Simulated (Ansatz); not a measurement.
`FC[S][AlH2]` and `CSSCF` differ in one atom or group.

Ansatz, PBE0-D4/def2-TZVP geometries, multiplicity 1. Each molecule was computed in one conformer, which needn't be the lowest.

| property | `FC[S][AlH2]` |
| --- | --- |
| HOMO energy (PBE/def2-TZVPP) / eV | -5.78 |
| HOMO–LUMO gap (ωB97M-V/def2-TZVPP) / eV | 9.95 |
| HOMO–LUMO gap (B3LYP/def2-TZVPP) / eV | 5.62 |
| HOMO–LUMO gap (PBE0/def2-TZVPP) / eV | 6.07 |
| size of the dipole moment (PBE/def2-TZVPP) / D | 2.30 |
| HOMO energy (PBE0/def2-TZVPP) / eV | -7.00 |

(1) Give the same properties after the change, and the shifts. (Estimate.)

Results:

(1) The calculation gave: 
| property | `CSSCF` | shift |
| --- | --- | --- |
| HOMO energy (PBE/def2-TZVPP) / eV | -5.78 | 0.00 |
| HOMO–LUMO gap (ωB97M-V/def2-TZVPP) / eV | 10.78 | 0.83 |
| HOMO–LUMO gap (B3LYP/def2-TZVPP) / eV | 6.08 | 0.46 |
| HOMO–LUMO gap (PBE0/def2-TZVPP) / eV | 6.54 | 0.47 |
| size of the dipole moment (PBE/def2-TZVPP) / D | 0.50 | -1.80 |
| HOMO energy (PBE0/def2-TZVPP) / eV | -6.99 | 0.01 |

Dipoles are sizes alone; their direction can turn.

B3LYP here is the variant with VWN-RPA as its local correlation; programs differ in this.
